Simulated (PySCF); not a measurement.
The vertical singlet excitations below were computed for one of the candidates. Level of theory: TDDFT CAM-B3LYP/def2-SVPD, vertical, gas phase, core orbitals frozen in the response in PySCF. Geometries: PBE0-D3(BJ)/def2-SVP, one conformer each.

```
state  E (eV)       f
   S1    6.99  0.0015
   S2    7.54  0.0005
   S3    7.84   0.028
   S4    7.88  0.0072
   S5    8.05  0.0003
   S6    8.12   0.011
   S7    8.31  0.0070
   S8    8.60  0.0065
   S9    8.63  0.0075
  S10    8.67  0.0056
```

**Question.** Which candidate is it? All have the formula C4H9BO3.
A. `CO[C@@H]1COB(C)O1`
B. `COB(O)OC1CC1`
C. `COB1OCCCO1`

**Answer.** B. Its S1, at 6.99 eV, is the lowest among the candidates; the nearest of the others has S1 at 7.51 eV. S1 is HOMO→LUMO (85%). Löwdin shares by element: HOMO carbon 51% or more, oxygen 30% or more (atoms not listed hold the other 19%); LUMO boron 47%, oxygen 23% or more, hydrogen 9% or more (atoms not listed hold the other 21%). At the same level the other candidates give, for their lowest levels:
- `COB1OCCCO1`: 7.51 eV (f 0.004); 7.74 eV (f 0.001); 8.01 eV (f 0.001); 8.32 eV (f 0.062); 8.59 eV (f 0.003); T1 7.39 eV; HOMO -9.38, LUMO 0.95 eV
- `CO[C@@H]1COB(C)O1`: 7.85 eV (f 0.007); 7.94 eV (f 0.012); 8.46 eV (f 0.055); 8.59 eV (f 0.025); 8.65 eV (f 0.020); T1 7.61 eV; HOMO -9.66, LUMO 0.94 eV

Shape of the structure used: `[CH3:1][O:2][B:3]([OH:4])[O:5][CH:6]1[CH2:7][CH2:8]1`: C1–O2–B3–O4 -1°, O2–B3–O5–C6 0°, B3–O5–C6–C7 -37°, H–O4–B3–O2 179°.
Triplets come from the Tamm–Dancoff approximation.

Without π bonds the low states are Rydberg-like; a valence basis with one diffuse set may place them up to an eV too high.
